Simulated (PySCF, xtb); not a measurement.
C4H9NSi, SMILES [SiH2](CN)C#CC.

xtb with GFN2-xTB at its own geometry gives an orbital gap of 4.20 eV and a dipole moment of 1.97 D.

The structure is a stationary point at PBE0-D3(BJ)/def2-SVP. This is a generated structure with no PubChem entry under its InChIKey; it may be hypothetical. The values are those of a single conformer.

### Question
What does PBE/def2-TZVP run with PySCF give? (Estimate from the structure and the level; the computed values follow.)

### Answer
gap 4.59 eV (levels -5.33 and -0.75 eV), dipole 2.31 D.
